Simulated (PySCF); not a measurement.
Si(H)2(I)(OH) (H3IOSi), SMILES [SiH2](O)I. Atoms are numbered in the order given.

```xyz
6

Si    -1.0714     1.1637    -0.3309
O     -2.4889     0.3721    -0.6606
I      0.7478    -0.4340     0.2002
H     -0.7028     1.8979    -1.5602
H     -1.1746     2.0594     0.8515
H     -2.8435    -0.2210     0.0133
```
Charge 0, spin multiplicity 1.

Coordinates come from a B3LYP-D3(BJ)/def2-SVP optimisation. The def2 effective core potentials stand for the cores of I; spin–orbit coupling is left out. One conformer was computed; it need not be the lowest.

Calculation: r2SCAN/def2-TZVPD (PySCF).

Mulliken values depend strongly on the basis, most of all with diffuse functions as here. ESP charges are fitted to the potential on shells at 1.4 to 2.0 van der Waals radii. Atomic charges (e):

```csv
atom,ESP fit,Mulliken
Si1,0.16,0.38
O2,-0.48,-0.46
I3,-0.12,-0.15
H4,0.05,-0.04
H5,0.00,-0.04
H6,0.39,0.31
```
